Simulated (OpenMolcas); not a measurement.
Ti2+ (d2) in a complex was computed by SS-CASPT2, IPEA 0.25 Eh, imaginary shift 0.1 Eh with the d shell active (OpenMolcas, ANO-RCC-VTZP on the metal). Its lowest spin-free states, and all those of the highest spin:

```tsv
2S+1	Degeneracy	E (cm-1)
3	1	0
3	3	1680
3	3	2780
1	2	7340
1	3	8600
3	3	11470
1	1	13060
1	3	14140
1	2	14770
1	3	15310
1	1	30030
```

Problem. Is the site octahedral, tetrahedral or cube-like, axial, or of lower symmetry?

Solution. The states with 2S+1 = 3 have orbital degeneracies 1, 3, 3, 3. Threefold states need a cubic site. For d2 at this spin an octahedron puts the threefold T1 below the threefold T2 and a tetrahedron or cube puts the single A2 below the threefold T2, so the site is a tetrahedron or a cube, which this pattern cannot tell apart. The first gap at this spin, 1680 cm-1, is |10Dq| in ligand-field theory. The run had Ti2+ with 4 ligands (bromide) in tetrahedral coordination (Td) at 2.77 Å. A charge of +0.5 e stands 2.6 Å behind each ligand. Ligand basis ANO-RCC-VDZP.

Roots that are degenerate in the reference are averaged as groups; the widest CASPT2 spread within a group is 390 cm-1 (the 3-fold group of multiplicity 1 near 14100 cm-1 above the lowest state of its run). Shifts and gaps below about the spread of the groups concerned are not significant. Over all roots computed the reference weight is 0.74 to 0.76; a low but even weight reflects the number of correlated electrons. Ligand-to-metal charge-transfer states are missing. These CASPT2 states fit no ligand-field parameters well, so their order and spin gaps are uncertain. With no ligand orbital active B as a rule stays too high, so bands that hang on it stand too high and its fall with covalency is understated. With one d shell and no ligand orbital active, 10Dq can be off by tens of per cent for divalent 3d ions, low with halides held by bare charges and at times high in hosts. Free-ion shares, where given, are those of the reference states; single-state CASPT2 does not remix them. The distance lies 5 % over the 2.64 Å that this model takes as the normal distance (a Shannon-type radius plus a fixed donor radius); by an R⁻⁵ law this alone changes a d-shell field by about -21 %. No measured value stands beside these numbers; the geometry was imposed, not optimised, and the real ion may take another.
